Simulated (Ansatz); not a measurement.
Coupled-cluster diagnostics for Na₅H₅, Ansatz.

Geometry of the singlet (PBE0-D4/def2-SVP):

```csv
atom,x (Å),y (Å),z (Å)
Na1,-0.8096,-2.6059,-1.6381
Na2,0.5467,1.1657,2.9475
Na3,-0.0609,0.7247,-3.1344
Na4,0.7481,3.0572,-0.2886
Na5,-0.4242,-2.3421,2.1126
H6,0.4447,2.4340,-2.1854
H7,0.8321,2.7308,1.7024
H8,-0.5649,-1.2312,-3.0987
H9,-0.7942,-3.1600,0.3040
H10,0.0822,-0.7732,3.2786
```

Correlated methods freeze 5 core orbitals; core or outer-core shells of Na are correlated, in sets that lack core-valence functions. The structure comes from a short search, and lower isomers may exist.

Q: Estimate the CCSD(T) correlation energy, the shares of MP2 and (T), T1 and the reference's ⟨S²⟩ for: charge 0, singlet, own geometry in def2-SVP; and the rough time on 4 threads of Arm Neoverse V1 on a shared host.

A: 
| state | basis | correlation (eV) | MP2 share (%) | (T) share (%) | T1 | ⟨S²⟩ (pure) | wall time |
| --- | --- | --- | --- | --- | --- | --- | --- |
| charge 0, singlet, own geometry | def2-SVP | -4.075 | 75.8 | 0.5 | 0.005 | 0.00 (0.00) | 12 s |
Customary marks for T1 are 0.02 (closed shells), 0.045 (open shells) and about 0.05 (3d metals). T1 stays under 0.02 throughout.
